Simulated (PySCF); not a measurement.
Point-charge models of `CCCP(C)(C)=N[SiH3]` against its computed dipole.

Coordinates (GFN2-xTB, Å) and charges (e) from the PBE0/pcSseg-1 density (PySCF):

```tsv
atom	x	y	z	Mulliken	IAO	Hirshfeld	ESP-fitted
C1	-2.927	0.671	-0.875	-0.2407	-0.4147	-0.1153	-0.3855
C2	-1.829	0.175	0.058	-0.2981	-0.2462	-0.0653	+0.2958
C3	-0.558	-0.186	-0.698	-0.4245	-0.5016	-0.1111	-0.3522
P4	0.810	-0.501	0.510	+0.6279	+1.3751	+0.4250	+1.0206
C5	0.362	-2.053	1.360	-0.4340	-0.6625	-0.1589	-0.6824
C6	2.217	-0.976	-0.583	-0.4431	-0.6797	-0.1619	-0.7240
N7	1.076	0.588	1.597	-0.7978	-1.0714	-0.4047	-0.8236
Si8	1.588	2.211	1.385	+0.6022	+0.7268	+0.2924	+0.5750
H9	-2.607	1.570	-1.398	+0.1137	+0.1389	+0.0409	+0.0979
H10	-3.827	0.905	-0.312	+0.1192	+0.1443	+0.0435	+0.0881
H11	-3.172	-0.088	-1.616	+0.1053	+0.1342	+0.0374	+0.0859
H12	-2.188	-0.700	0.606	+0.1241	+0.1291	+0.0372	-0.0285
H13	-1.583	0.947	0.793	+0.1510	+0.1476	+0.0380	-0.0227
H14	-0.709	-1.055	-1.342	+0.1391	+0.1421	+0.0420	+0.0844
H15	-0.241	0.654	-1.324	+0.1517	+0.1470	+0.0450	+0.0922
H16	-0.447	-1.844	2.056	+0.1638	+0.1719	+0.0552	+0.1749
H17	1.228	-2.388	1.929	+0.1585	+0.1696	+0.0556	+0.1985
H18	0.062	-2.821	0.650	+0.1322	+0.1506	+0.0463	+0.1738
H19	1.969	-1.817	-1.226	+0.1374	+0.1567	+0.0486	+0.1748
H20	3.060	-1.235	0.057	+0.1580	+0.1666	+0.0533	+0.2089
H21	2.493	-0.116	-1.190	+0.1531	+0.1634	+0.0516	+0.1867
H22	0.656	3.020	0.578	-0.1422	-0.1754	-0.1024	-0.1592
H23	2.899	2.328	0.723	-0.1383	-0.1717	-0.1020	-0.1603
H24	1.655	2.728	2.748	-0.1184	-0.1407	-0.0903	-0.1192
```

Q: Form Σ q r in debye for every column and set it beside the full dipole.

A: The full density gives (-1.00, -3.06, -2.77) D, 4.25 D in size; dipole vectors point from the negative to the positive end.

| scheme | μx | μy | μz | size (D) | share of the full size (%) | angle to the full dipole (°) |
| --- | --- | --- | --- | --- | --- | --- |
| Mulliken | -0.98 | -2.73 | -3.09 | 4.24 | 100 | 6 |
| IAO | -0.77 | -2.66 | -3.21 | 4.24 | 100 | 9 |
| Hirshfeld | -0.85 | -2.94 | -1.99 | 3.65 | 86 | 8 |
| ESP-fitted | -0.99 | -3.01 | -2.81 | 4.23 | 100 | 1 |

Q: Which set comes closest?

A: Length of the difference vector: ESP-fitted 0.07 D, Mulliken 0.46 D, IAO 0.64 D, Hirshfeld 0.80 D. Closest: ESP-fitted. ESP charges are fitted to the potential around the molecule, whose slowest-falling term is the dipole's. 

Q: What is left for the Hirshfeld atoms' own dipoles?

A: The Hirshfeld atoms' densities add up to the full density, so μ = Σ q r + Σ (atomic dipoles). The atomic dipoles sum to (-1.00, -3.06, -2.77) − (-0.85, -2.94, -1.99) = (-0.15, -0.12, -0.78) D, 0.80 D in size.

Q: With the origin at the mean of the coordinates, (0.000, 0.001, 0.187) Å, which are the largest single terms, by size, of the IAO dipole along the direction of the full one?

A: Si8 -9.60, N7 +8.22, H24 +2.72, H23 +2.24, C6 -2.23 D; all 24 atoms together +4.19 D. The single terms depend on the origin, their sum doesn't.

Q: Give the size of the full dipole in other units.

A: 4.25 D = 1.671 au = 0.884 e·Å = 14.16 × 10⁻³⁰ C·m.

Isolated species at its GFN2-xTB geometry (one conformer only).

These values come from a run that also computed NMR shieldings. Hardware: one thread of an Arm Neoverse V1, no GPU, on a shared host. Cost: 56 s of wall time, 1.1 GiB resident at most.

Conformer computed: `[CH3:1][CH2:2][CH2:3][P:4]([CH3:5])([CH3:6])=[N:7][SiH3:8]`: C1–C2–C3–P4 170°, C2–C3–P4–C5 69°.
